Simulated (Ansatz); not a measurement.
System: ReO, charge 0, multiplicity 4. The spin state was set by rule; other spins were not relaxed. SMILES: [Re]=[O]
Geometry: optimised at B3LYP-D3(BJ)/def2-TZVP (Ansatz, a quantum-chemistry and plane-wave program).

Quantity: vertical electron affinity (to the quintet state of charge -1; a negative value means that the extra electron is unbound and the number depends on the basis; each state is the SCF solution reached for its spin; the UHF <S^2> is 6.34 for the quintet (pure: 6.00) and 4.50 for the quartet (pure: 3.75); for the quintet T1 is 0.077; for the quartet T1 is 0.098), in eV. Cores are frozen in the correlated levels unless marked. Open shells are spin-unrestricted. Spin-orbit coupling is left out. Frozen are the shells of the preceding noble gas and the d and f shells that filled before the atom's block. Past Kr the def2 sets carry scalar-relativistic core potentials. Anions need diffuse functions: def2-D sets add few. CBS marks a two-point X^-3 extrapolation of the correlation energy; Hartree-Fock from the larger set.

| level | program | vertical electron affinity (eV) |
|---|---|---|
| SVWN5/def2-TZVPD | Ansatz | 1.69 |
| PBE/def2-TZVPD | Ansatz | 1.49 |
| B3LYP/def2-TZVPD | Ansatz | 1.59 |
| BHLYP/def2-TZVPD | Ansatz | 1.59 |
| wB97M-V/def2-TZVPD | Ansatz | 1.64 |
| wB97X-V/def2-TZVPD | Ansatz | 1.55 |
| wB97X/def2-TZVPD | Ansatz | 1.62 |
| CCSD/def2-TZVPPD | Ansatz | 1.51 |
| CCSD/def2-QZVPPD | Ansatz | 1.59 |
| CCSD/CBS(def2-TZVPPD,def2-QZVPPD) | Ansatz | 1.60 |
| CCSD(T)/def2-SVPD | Ansatz | 1.42 |
| CCSD(T)/def2-TZVPPD | Ansatz | 1.54 |
| CCSD(T)/def2-QZVPPD | Ansatz | 1.62 |
| CCSD(T)/CBS(def2-TZVPPD,def2-QZVPPD) | Ansatz | 1.63 |
